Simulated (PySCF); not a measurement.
Several species in one continuum solvent.

Computed with PySCF at wB97X-D/def2-SVPD, non-relativistic, each on one gas-phase PBE0-D3(BJ)/def2-SVP geometry that isn't relaxed in the solvent. The solvent is an IEF-PCM continuum (cavity from Bondi-type radii × 1.2). The model holds no explicit solvent molecules, cavitation or dispersion.

Question: Order them by E(solvent) − E(gas) in dimethylsulfoxide (ε = 46.83), most negative first (kcal/mol).
A. `[CH:1]#[C:2][Si@@H:3]1[CH2:4][C@@H:5]([F:6])[SiH2:7][NH:8]1` with C2–Si3–C4–C5 -87°, Si3–C4–C5–F6 -164°, C4–C5–Si7–N8 31°, C5–Si7–N8–Si3 -9°
B. `[N:1]#[C:2][Si@@H:3]1[SiH2:4][CH2:5][CH2:6][C@H:7]1[F:8]` with C2–Si3–Si4–C5 -108°, Si3–Si4–C5–C6 25°, Si4–C5–C6–C7 -52°, C5–C6–C7–F8 -61°
C. `[N:1]#[C:2][C@@H:3]1[SiH2:4][SiH2:5][CH2:6][C@@H:7]1[F:8]` with C2–C3–Si4–Si5 -155°, C3–Si4–Si5–C6 2°, Si4–Si5–C6–C7 26°, Si5–C6–C7–F8 62°

Answer: C (-8.8), B (-6.3), A (-5.9).

```json
{"SMILES": "N#C[C@@H]1[SiH2][SiH2]C[C@@H]1F", "charge": "0", "ΔE (kcal/mol)": "-8.8", "polarisation term (kcal/mol)": "-11.2", "HOMO shift (eV)": "+0.28", "dipole gas (D)": "5.16", "dipole solvent (D)": "6.94", "atoms": "16", "lowest singlet, gas (eV)": "6.73", "lowest singlet, solvent (eV)": "6.74"}
{"SMILES": "N#C[Si@@H]1[SiH2]CC[C@H]1F", "charge": "0", "ΔE (kcal/mol)": "-6.3", "polarisation term (kcal/mol)": "-7.5", "HOMO shift (eV)": "+0.29", "dipole gas (D)": "3.14", "dipole solvent (D)": "3.99", "atoms": "16", "lowest singlet, gas (eV)": "6.13", "lowest singlet, solvent (eV)": "6.00"}
{"SMILES": "C#C[Si@@H]1C[C@@H](F)[SiH2]N1", "charge": "0", "ΔE (kcal/mol)": "-5.9", "polarisation term (kcal/mol)": "-6.6", "HOMO shift (eV)": "+0.14", "dipole gas (D)": "2.36", "dipole solvent (D)": "2.95", "atoms": "16", "lowest singlet, gas (eV)": "5.94", "lowest singlet, solvent (eV)": "6.02"}
```

The polarisation term is half the interaction of the solute with the induced surface charges. Singlets are vertical TDDFT energies (frozen core, non-equilibrium response), the lowest in each medium.

The pairwise dispersion term of wB97X-D wasn't added to the energies; at a given geometry it leaves orbitals and properties as they are.
